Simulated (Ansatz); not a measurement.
Stepwise reaction of `[NH]=[W](=[NH])([Cl])[Cl]` with hydrogen fluoride, as a gas-phase model of exchange steps in deposition or etching. ΔE in kJ/mol; ΔG adds harmonic PBE0-D4 terms to CCSD(T)/CBS, at 1 bar.

Gas-phase electronic energies from Ansatz, PBE0-D4/def2-TZVP geometries. CBS: MP2 limit from def2 TZ/QZ plus the TZ coupled-cluster correction, frozen cores. This one scheme is used for every species. DFT in def2-TZVPP. B3LYP here is the variant with VWN-RPA as its local correlation; programs differ in this. def2 core potentials past Kr. For W outer-core shells are correlated without core-valence functions, which leaves a few kJ/mol of doubt a bond. Each species was taken in one conformer, which may not be the lowest.

```csv
step,reaction,PBE-D4,B3LYP-D4,ωB97M-V,CCSD(T)/CBS,ΔG(500 K)
1,`[NH]=[W](=[NH])([Cl])[Cl]` + H–F → `[NH]=[W](=[NH])([F])[Cl]` + HCl,4.3,3.3,1.1,16.2,7.4
2,`[NH]=[W](=[NH])([F])[Cl]` + H–F → `[NH]=[W](=[NH])([F])[F]` + HCl,3.8,2.4,0.9,15.4,12.3
```

By hand: ΔE of the 2 steps together at CCSD(T)/CBS.

(16.2) + (15.4) = 31.6 kJ/mol, or 15.8 kJ/mol a step.

In ΔE the steps differ by no more than 0.8 kJ/mol. All are uphill at CCSD(T)/CBS. ΔG lies between 7.4 and 12.3 kJ/mol a step. PBE-D4 differs from CCSD(T)/CBS by -11.9 to -11.6 kJ/mol a step. Isolated molecules leave out the surface, adducts and barriers. Largest T1 diagnostic: 0.020.
